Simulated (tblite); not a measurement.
Compound: C₂H₁₂N₂OSi₃.
Z-matrix (Å and degrees, GFN2-xTB geometry), rows numbered from 1:
```
C 
C   1  1.3226
Si  2  1.8816  1  124.58
N   3  1.7467  2  114.07  1     8.42
N   3  1.7358  2  110.38  1   128.28
Si  5  1.7393  3  120.90  2    17.51
Si  5  1.7581  3  118.79  2  -173.44
O   7  1.6120  5  110.37  3    18.60
H   1  1.0800  2  123.02  3   179.03
H   1  1.0790  2  121.57  3    -0.92
H   2  1.0817  1  118.18  3  -178.66
H   3  1.4718  2  109.93  1  -107.23
H   4  1.0079  3  116.40  2   -66.93
H   4  1.0094  3  116.14  2    63.18
H   6  1.4674  5  109.68  3    59.38
H   6  1.4599  5  107.73  3   179.31
H   6  1.4664  5  108.64  3   -60.87
H   7  1.4611  5  109.34  3   -99.49
H   7  1.4618  5  106.50  3   137.47
H   8  0.9692  7  115.76  5     8.57
```

Method: GFN2-xTB as coded in tblite; computed harmonic values from a numerical Hessian at the method's own geometry, unscaled. This tight-binding method is rough: wavenumbers can miss measured ones by several per cent, in bad cases by 10 to 20. Modes of hydrogen on silicon can be 10 to 20 % off. One conformer, not necessarily the lowest.

Harmonic wavenumbers (cm⁻¹): 28.2, 39.8, 42.8, 97.4, 125.8, 170.1, 180.9, 196.7, 212.0, 229.4, 256.8, 279.8, 347.9, 466.7, 498.5, 509.1, 552.9, 576.7, 584.7, 623.6, 656.2, 663.1, 668.8, 722.9, 736.3, 779.6, 785.3, 796.6, 812.3, 824.4, 843.7, 919.0, 932.0, 936.2, 962.0, 1002.0, 1008.4, 1034.6, 1276.2, 1426.2, 1518.5, 1677.7, 2186.1, 2204.4, 2219.0, 2245.0, 2271.2, 2283.4, 3047.6, 3068.3, 3087.8, 3294.5, 3456.6, 3493.7.

A = 1557, B = 948.6, C = 627.7 MHz; mass 164.026 u (most abundant isotopes); point group C1, symmetry number 1.

Task: What is the zero-point energy?

Result: ½Σν̃ = 29930 cm⁻¹ = 358.04 kJ/mol.

Task: What is S at 350 K and 1 bar for an ideal gas of classical rigid rotors and harmonic oscillators?

Result: Translation 175.79, rotation 128.48, vibration 222.27: S = 526.5 J/(mol K).

Task: And Cp and H(350 K) − H(0)?

Result: Cp = 239.80 J/(mol K), of which vibrations give 206.54 (their classical limit is 54 R = 449.0); H(350 K) − H(0) = 50.25 kJ/mol without the zero-point energy, 38.61 from vibrations.

Task: Which modes carry the vibrational entropy at 350 K?

Result: 28.2 cm⁻¹: 26.24; 39.8 cm⁻¹: 23.38; 42.8 cm⁻¹: 22.77; 97.4 cm⁻¹: 15.98; 125.8 cm⁻¹: 13.89; 170.1 cm⁻¹: 11.46 J/(mol K); the other 48 give 108.56 together.

Task: Blend soft modes into free rotors: weight 1/[1 + (100 cm⁻¹/ν̃)⁴] for the oscillator and the rest for a rotor with moment μB/(μ + B), μ = h/(8π²ν), B = 10⁻⁴⁴ kg m². What vibrational entropy results?

Result: 198.26 J/(mol K) in place of 222.27, which changes −T·S at 350 K by +8.40 kJ/mol.

Task: What must be added to the electronic energy to get the Gibbs energy at 350 K and 1 bar?

Result: ZPE + [H(350 K) − H(0)] − T·S = 358.04 + 50.25 − 184.29 = 224.00 kJ/mol.

Task: How do the functions run with temperature in this model?

Result: 
| T (K) | S (J/(mol K)) | Cp (J/(mol K)) | H − H(0) (kJ/mol) | G − H(0) (kJ/mol) | ln q(vib) |
| --- | --- | --- | --- | --- | --- |
| 150 | 373.8 | 130.8 | 12.65 | -43.43 | 5.61 |
| 250 | 454.4 | 189.5 | 28.68 | -84.93 | 9.61 |
| 298.15 | 490.1 | 215.4 | 38.44 | -107.67 | 11.48 |
| 400 | 559.9 | 260.2 | 62.76 | -161.21 | 15.34 |
| 600 | 677.5 | 318.9 | 121.16 | -285.35 | 22.45 |
| 900 | 817.8 | 372.0 | 225.50 | -510.53 | 31.85 |

q(vib) and H(0) count from the zero-point level.

Hindered rotation and anharmonicity are outside this model. Other conformers, if any are populated, would add a mixing term that is left out. The structure is chiral; the term R ln 2 for an equal mix with its mirror image is left out.
